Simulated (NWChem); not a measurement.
System: Si₂H₅O₂Cl; SMILES O[SiH2]O[SiH2]Cl

NWChem input:

```
start job
memory heap 200 mb stack 900 mb global 1100 mb
geometry units angstroms noautosym nocenter noautoz
  O      1.276483    -1.481341    -0.596774
  Si    -0.188996    -1.866591     0.066534
  O     -1.182012    -0.521134     0.093458
  Si    -1.037568     1.112383     0.019383
  Cl     0.803827     1.653224     0.833629
  H      1.781790    -0.792598    -0.150014
  H     -0.065719    -2.342184     1.472435
  H     -0.801831    -2.887183    -0.814575
  H     -1.050433     1.597922    -1.383289
  H     -2.096187     1.745700     0.841674
end
basis spherical
  O library def2-svp
  Si library def2-svp
  Cl library def2-svp
  H library def2-svp
end
dft
  xc xpbe96 cpbe96
  iterations 150
end
property
  efieldgrad
end
task dft property
```

Excerpt of the output:

```
             Northwest Computational Chemistry Package (NWChem) 7.3.0
             --------------------------------------------------------

                             Geometry "geometry" -> ""
                             -------------------------

 Output coordinates in angstroms (scale by  1.889725989 to convert to a.u.)

  No.       Tag          Charge          X              Y              Z
 ---- ---------------- ---------- -------------- -------------- --------------
    1 O                    8.0000     1.27648300    -1.48134100    -0.59677400
    2 Si                  14.0000    -0.18899600    -1.86659100     0.06653400
    3 O                    8.0000    -1.18201200    -0.52113400     0.09345800
    4 Si                  14.0000    -1.03756800     1.11238300     0.01938300
    5 Cl                  17.0000     0.80382700     1.65322400     0.83362900
    6 H                    1.0000     1.78179000    -0.79259800    -0.15001400
    7 H                    1.0000    -0.06571900    -2.34218400     1.47243500
    8 H                    1.0000    -0.80183100    -2.88718300    -0.81457500
    9 H                    1.0000    -1.05043300     1.59792200    -1.38328900
   10 H                    1.0000    -2.09618700     1.74570000     0.84167400

 Effective nuclear repulsion energy (a.u.)     373.8957126111

  pbe96 is a nonlocal functional; adding pw91lda local functional.
                              NWChem Property Module
                              ----------------------

  itol2e modified to match energy
  convergence criterion.

                                 NWChem DFT Module
                                 -----------------

 Summary of "ao basis" -> "ao basis" (spherical)
 ------------------------------------------------------------------------------
       Tag                 Description            Shells   Functions and Types
 ---------------- ------------------------------  ------  ---------------------
 O                          def2-svp                 6       14   3s2p1d
 Si                         def2-svp                 8       18   4s3p1d
 Cl                         def2-svp                 8       18   4s3p1d
 H                          def2-svp                 3        5   2s1p

  itol2e modified to match energy
  convergence criterion.

            General Information
            -------------------
          SCF calculation type: DFT
          Wavefunction type:  closed shell.
          No. of atoms     :    10
          No. of electrons :    66
           Alpha electrons :    33
            Beta electrons :    33
          Charge           :     0
          Spin multiplicity:     1
          Use of symmetry is: off; symmetry adaption is: off
          Maximum number of iterations: 150
          AO basis - number of functions:   107
                     number of shells:    51
          Convergence on energy requested:  1.00D-07
          Convergence on density requested:  1.00D-05
          Convergence on gradient requested:  5.00D-04

              XC Information
              --------------
          PerdewBurkeErnzerhof Exchange Functional  1.000
            Perdew 1991 LDA Correlation Functional  1.000 local
           PerdewBurkeErnz. Correlation Functional  1.000 non-local

             Grid Information
             ----------------
          Grid used for XC integration:  fine
          Radial quadrature: Mura-Knowles
          Angular quadrature: Lebedev.
          Tag              B.-S. Rad. Rad. Pts. Rad. Cut. Ang. Pts.
          ---              ---------- --------- --------- ---------
          O                   0.60       70          12.0       590
          Si                  1.10      123          11.0       770
          Cl                  1.00      123          13.0       770
          H                   0.35       60          13.0       590
          Grid pruning is: on
          Number of quadrature shells:   809
          Spatial weights used:  Erf1

      Superposition of Atomic Density Guess
      -------------------------------------

 Sum of atomic energies:       -1188.67931065

      Non-variational initial energy
      ------------------------------

 Total energy =   -1190.161355
 1-e energy   =   -2389.602356
 2-e energy   =     825.545288
 HOMO         =      -0.367529
 LUMO         =       0.061515

   convergence    iter        energy       DeltaE   RMS-Dens  Diis-err
 ---------------- ----- ----------------- --------- --------- ---------
 d= 0,ls=0.0,diis     1  -1191.5854663740 -1.57D+03  1.82D-02  1.11D+00
 d= 0,ls=0.0,diis     2  -1191.3569036534  2.29D-01  1.19D-02  3.40D+00
 d= 0,ls=0.0,diis     3  -1191.6967721927 -3.40D-01  2.77D-03  8.23D-02
 d= 0,ls=0.0,diis     4  -1191.7020049743 -5.23D-03  1.39D-03  2.45D-02
 d= 0,ls=0.0,diis     5  -1191.7050998878 -3.09D-03  3.26D-04  2.57D-03
  Resetting Diis
 d= 0,ls=0.0,diis     6  -1191.7053273837 -2.27D-04  1.24D-04  2.87D-04
 d= 0,ls=0.0,diis     7  -1191.7053578346 -3.05D-05  6.13D-05  9.51D-06
 d= 0,ls=0.0,diis     8  -1191.7053563562  1.48D-06  3.54D-05  2.26D-05
 d= 0,ls=0.0,diis     9  -1191.7053589870 -2.63D-06  6.73D-06  1.07D-06
 d= 0,ls=0.0,diis    10  -1191.7053590921 -1.05D-07  1.72D-06  3.86D-08
 d= 0,ls=0.0,diis    11  -1191.7053590969 -4.82D-09  3.64D-07  2.14D-09

         Total DFT energy =    -1191.705359096926
      One electron energy =    -2392.592319933904
           Coulomb energy =      915.565533788790
    Exchange-Corr. energy =      -88.574285562894
 Nuclear repulsion energy =      373.895712611082

 Numeric. integr. density =       65.999993216331

                       DFT Final Molecular Orbital Analysis
                       ------------------------------------

 Vector   31  Occ=2.000000D+00  E=-2.874735D-01
              MO Center=  5.2D-01,  6.7D-01,  3.5D-01, r^2= 4.2D+00
   Bfn.  Coefficient  Atom+Function         Bfn.  Coefficient  Atom+Function
  ----- ------------  ---------------      ----- ------------  ---------------
    77     -0.364732   5 Cl pz               76      0.348824   5 Cl py
    74     -0.271197   5 Cl pz               73      0.260534   5 Cl py
     5      0.219437   1 O  py               38      0.170484   3 O  pz
    71     -0.158381   5 Cl pz                8      0.155722   1 O  py
    70      0.151409   5 Cl py               41      0.136168   3 O  pz

[...]

          -----------------------
          Electric field gradient
          -----------------------

 1 a.u. = 0.324123 10**(16) esu/cm**3  ( or statvolts/cm**2 ) = 0.97174 10**(22) v/m**2

 ------------------------------------------------------------
   Atom      X         Y         Z
 ------------------------------------------------------------
    1 O    2.41220  -2.79933  -1.12774
 ------------------------------------------------------------

 Electric field gradient in molecular frame (a.u.)
         XX             YY             ZZ             XY             XZ             YZ
 ------------------------------------------------------------------------------------------
       -0.390292      -0.072894       0.463186      -0.997251      -0.102321      -0.557159

 Principal components (a.u.) and orientation
 of principal axis w.r.t. absolute frame                      Asymmetry parameter eta
 --------------------------------------------------------------------------------------
       -1.351484       1.038529       0.312955                       0.536873

        0.710790      -0.435585      -0.552307
        0.660180       0.684113       0.310082
        0.242774      -0.585026       0.773825

 ------------------------------------------------------------
   Atom      X         Y         Z
 ------------------------------------------------------------
    2 Si  -0.35715  -3.52735   0.12573
 ------------------------------------------------------------

 Electric field gradient in molecular frame (a.u.)
         XX             YY             ZZ             XY             XZ             YZ
 ------------------------------------------------------------------------------------------
       -0.258719      -0.091314       0.350034       0.276533       0.191110       0.049581

 Principal components (a.u.) and orientation
 of principal axis w.r.t. absolute frame                      Asymmetry parameter eta
 --------------------------------------------------------------------------------------
       -0.483286       0.439574       0.043712                       0.819106

        0.816433       0.351270       0.458309
       -0.556491       0.266788       0.786855
       -0.154127       0.897460      -0.413293

 ------------------------------------------------------------
   Atom      X         Y         Z
 ------------------------------------------------------------
    3 O   -2.23368  -0.98480   0.17661
 ------------------------------------------------------------

 Electric field gradient in molecular frame (a.u.)
         XX             YY             ZZ             XY             XZ             YZ
 ------------------------------------------------------------------------------------------
        0.220003      -0.887963       0.667961       0.278893      -0.020099       0.041767

 Principal components (a.u.) and orientation
 of principal axis w.r.t. absolute frame                      Asymmetry parameter eta
 --------------------------------------------------------------------------------------
       -0.955468       0.669479       0.285989                       0.401364

       -0.231214      -0.031563       0.972391
        0.972503       0.021146       0.231927
       -0.027883       0.999278       0.025806

 ------------------------------------------------------------
   Atom      X         Y         Z
 ------------------------------------------------------------
    4 Si  -1.96072   2.10210   0.03663
 ------------------------------------------------------------

 Electric field gradient in molecular frame (a.u.)
         XX             YY             ZZ             XY             XZ             YZ
 ------------------------------------------------------------------------------------------
       -0.219558      -0.166191       0.385749      -0.251700      -0.331744      -0.064243

 Principal components (a.u.) and orientation
 of principal axis w.r.t. absolute frame                      Asymmetry parameter eta
 --------------------------------------------------------------------------------------
       -0.541615       0.535075       0.006540                       0.975851

        0.763484      -0.420432      -0.490234
        0.565308       0.068016       0.822071
        0.312281       0.904771      -0.289603

 ------------------------------------------------------------
   Atom      X         Y         Z
 ------------------------------------------------------------
    5 Cl   1.51901   3.12414   1.57533
 ------------------------------------------------------------

 Electric field gradient in molecular frame (a.u.)
         XX             YY             ZZ             XY             XZ             YZ
 ------------------------------------------------------------------------------------------
       -1.290569       0.623683       0.666887      -0.511908      -1.018476      -0.291919

 Principal components (a.u.) and orientation
 of principal axis w.r.t. absolute frame                      Asymmetry parameter eta
 --------------------------------------------------------------------------------------
       -1.862276       1.113206       0.749070                       0.195532

        0.893431      -0.350712      -0.280680
        0.229331      -0.181157       0.956342
        0.386248       0.918794       0.081422

 ------------------------------------------------------------
   Atom      X         Y         Z
 ------------------------------------------------------------
    6 H    3.36709  -1.49779  -0.28349
 ------------------------------------------------------------

 Electric field gradient in molecular frame (a.u.)
         XX             YY             ZZ             XY             XZ             YZ
 ------------------------------------------------------------------------------------------
        0.026821      -0.113226       0.086405      -0.271028      -0.161517      -0.233172

 Principal components (a.u.) and orientation
 of principal axis w.r.t. absolute frame                      Asymmetry parameter eta
 --------------------------------------------------------------------------------------
       -0.467943       0.247689       0.220255                       0.058627

        0.537467       0.442274      -0.717999
        0.709881      -0.696879       0.102125
        0.455191       0.564583       0.688511

 ------------------------------------------------------------
   Atom      X         Y         Z
 ------------------------------------------------------------
    7 H   -0.12419  -4.42609   2.78250
 ------------------------------------------------------------

 Electric field gradient in molecular frame (a.u.)
         XX             YY             ZZ             XY             XZ             YZ
 ------------------------------------------------------------------------------------------
        0.070914       0.049551      -0.120465       0.005369      -0.017523       0.066312

 Principal components (a.u.) and orientation
 of principal axis w.r.t. absolute frame                      Asymmetry parameter eta
 --------------------------------------------------------------------------------------
       -0.144825       0.073035       0.071790                       0.008593

        0.084598       0.735739       0.671960
       -0.323815      -0.617473       0.716848
        0.942331      -0.278235       0.186006

 ------------------------------------------------------------
   Atom      X         Y         Z
 ------------------------------------------------------------
    8 H   -1.51524  -5.45598  -1.53932
 ------------------------------------------------------------

 Electric field gradient in molecular frame (a.u.)
         XX             YY             ZZ             XY             XZ             YZ
 ------------------------------------------------------------------------------------------
        0.035579      -0.033351      -0.002228      -0.065030      -0.054911      -0.092199

 Principal components (a.u.) and orientation
 of principal axis w.r.t. absolute frame                      Asymmetry parameter eta
 --------------------------------------------------------------------------------------
       -0.150271       0.075716       0.074556                       0.007719

        0.416376       0.034252       0.908547
        0.694394      -0.657036      -0.293462
        0.586897       0.753081      -0.297358

 ------------------------------------------------------------
   Atom      X         Y         Z
 ------------------------------------------------------------
    9 H   -1.98503   3.01963  -2.61404
 ------------------------------------------------------------

 Electric field gradient in molecular frame (a.u.)
         XX             YY             ZZ             XY             XZ             YZ
 ------------------------------------------------------------------------------------------
        0.073939       0.048903      -0.122842       0.000336      -0.001657       0.069548

 Principal components (a.u.) and orientation
 of principal axis w.r.t. absolute frame                      Asymmetry parameter eta
 --------------------------------------------------------------------------------------
       -0.147486       0.074059       0.073427                       0.004284

        0.007562       0.911451       0.411338
       -0.333823      -0.385451       0.860226
        0.942605      -0.143819       0.301349

[...]
```

Level: PBE/def2-SVP. Coordinates come from a PBE0/def2-SVP optimisation. NWChem prints the field gradient with the sign opposite to the second derivative of the potential.
